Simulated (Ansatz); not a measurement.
`[CH3][Ta](=[O])([Cl])[Cl]` + HCl → `[O]=[Ta]([Cl])([Cl])[Cl]` + CH₄ at 700 K and 1 bar (ligand exchange at a Ta–C bond).

Program: Ansatz. Geometries: PBE0-D4/def2-TZVP. ΔE: electronic, gas phase. CCSD(T)/CBS is the MP2 limit (def2-TZVPP, def2-QZVPP) plus CCSD(T) − MP2 in def2-TZVPP, frozen cores. This one scheme is used for every species. def2 core potentials past Kr. For Ta outer-core shells are correlated without core-valence functions, which leaves a few kJ/mol of doubt a bond.

| species | CCSD(T)/CBS energy (Eh) | H − E (kJ/mol) | S (J/(mol·K)) |
| --- | --- | --- | --- |
| `[CH3][Ta](=[O])([Cl])[Cl]` | -1091.67737 | 181.1 | 490.9 |
| HCl | -460.38127 | 38.4 | 211.8 |
| `[O]=[Ta]([Cl])([Cl])[Cl]` | -1511.65907 | 79.0 | 447.4 |
| CH₄ | -40.46206 | 145.9 | 224.0 |

H − E and S are ideal-gas, rigid-rotor, harmonic terms from PBE0-D4/def2-TZVP. 1 Eh = 2625.50 kJ/mol, R = 8.31446 J/(mol·K).

Q: By hand: ΔE, ΔH, ΔS and ΔG.

A: ΔE = (-1511.65907) + (-40.46206) − (-1091.67737) − (-460.38127) = -0.06249 Eh = -164.1 kJ/mol. Δ(H − E) = 79.0 + 145.9 − 181.1 − 38.4 = 5.4, so ΔH = -158.7 kJ/mol. ΔS = 447.4 + 224.0 − 490.9 − 211.8 = -31.3 J/(mol·K). ΔG = -158.7 − 700 × (-31.3)/1000 = -136.8 kJ/mol.

Q: By hand: the equilibrium constant, and the temperature at which ΔG would vanish if ΔH and ΔS stayed fixed.

A: log₁₀ K = −ΔG/(RT ln 10) = 10.2. ΔG = 0 at ΔH/ΔS = 5070 K, far beyond where these terms or the molecules hold.

ΔH outweighs TΔS. A doubt of 5 kJ/mol in ΔE shifts log₁₀ K by 0.4 here. These are equilibria of isolated gas molecules and say nothing of rates. Largest T1 diagnostic: 0.019 (customary marks: 0.02 for closed shells, 0.045 for open ones).
